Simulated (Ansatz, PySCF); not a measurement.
Dimer: N2 (SMILES N#N) (first 2 atoms) with HBr (SMILES Br); geometry from B3LYP-D3(BJ)/def2-TZVP.
(charge 0, multiplicity 1):
```json
[
 {"atom": "N", "x (Å)": "0.1023", "y (Å)": "-0.3345", "z (Å)": "0.1544"},
 {"atom": "N", "x (Å)": "0.1042", "y (Å)": "-0.3385", "z (Å)": "-0.9360"},
 {"atom": "Br", "x (Å)": "0.0908", "y (Å)": "-0.3017", "z (Å)": "4.0035"},
 {"atom": "H", "x (Å)": "0.0963", "y (Å)": "-0.3187", "z (Å)": "2.5779"}
]
```

Interaction energies are E(AB) − E(A) − E(B) at the monomers' geometry in the complex; basis-set methods are counterpoise corrected. Rows marked so take none.

Rows in 6-31G* carry no dispersion term and start afresh at each structure (6-31G* with six Cartesian d functions); the Pople sets are all-electron and without relativity.

Run with Ansatz (Gaussian basis) for Hartree–Fock, density functionals and correlated methods; PySCF for 6-31G* rows. 

**Question.** What is the computed interaction energy (B97M-V/def2-TZVPPD)?

**Answer.** -47 meV

**Question.** Give the interaction energy at the level r2SCAN/def2-TZVPPD.

**Answer.** -29 meV

**Question.** What interaction energy does HF/6-31G* (no counterpoise) give?

**Answer.** -11 meV

Ansatz is an electronic-structure program.
